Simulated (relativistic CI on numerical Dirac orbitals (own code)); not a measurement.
## Hyperfine structure of Pb XXXII, mass number 207

Method of calculation: Dirac-Coulomb-Breit CI, KLI orbitals optimised for each configuration, QED by a radiative potential, unscaled Slater integrals (own radial code, finite nucleus).

Configuration list (outside the closed core [Ar] 3d10 4p6 4d10): 4s²4f⁵, 4s²4f⁴5s, 4s²4f⁴5p, 4s²4f³5s², 4s²4f³5s5p, 4s²4f³5p², 4s4f⁶, 4s²4f⁴6s. Levels of other configurations are missing.

Nuclear spin I = 1/2, μ = 0.5906 μN (tables of Stone and Pyykkö). The electronic factors are computed for point nuclear moments, without core polarisation or the Bohr-Weisskopf and QED corrections.

| Level | E (eV) | A (MHz) |
| --- | --- | --- |
| 4s²4f⁵ ⁶H°7/2 | 3.3994 | 6068 |
| 4s²4f⁵ ⁶F°3/2 | 5.5687 | 7514 |
| 4s²4f⁵ ⁶H°9/2 | 5.8966 | 5284 |
| 4s²4f⁵ ⁶F°1/2 | 6.1532 | 17920 |
| 4s²4f⁵ ⁶H°11/2 | 7.5698 | 5166 |
| 4s²4f⁵ ⁶F°7/2 | 7.9666 | 4062 |
| 4s²4f⁵ ⁶F°9/2 | 10.0412 | 3965 |

Levels with J = 0, under 50 % of one LS term, or S terms without an open s electron are left out. Small factors come from cancelling terms and can be off by tens of per cent or more.

At this charge energies of transitions that change n are usually good to better than 1 %, and those within a shell (Δn = 0) to a few per cent. Terms inside the open d or f shell come out 10 to 20 % too wide with unscaled integrals.

Task: Give the hyperfine levels of 4s²4f⁵ ⁶H°7/2 relative to its centre of gravity.

Result: With K = F(F + 1) − I(I + 1) − J(J + 1), E = AK/2: F = 3: -13650, F = 4: 10620 MHz.

LS names give the leading component of a level, which can be under half, so a name can repeat, a term be missing and a line seem to break the LS rules.
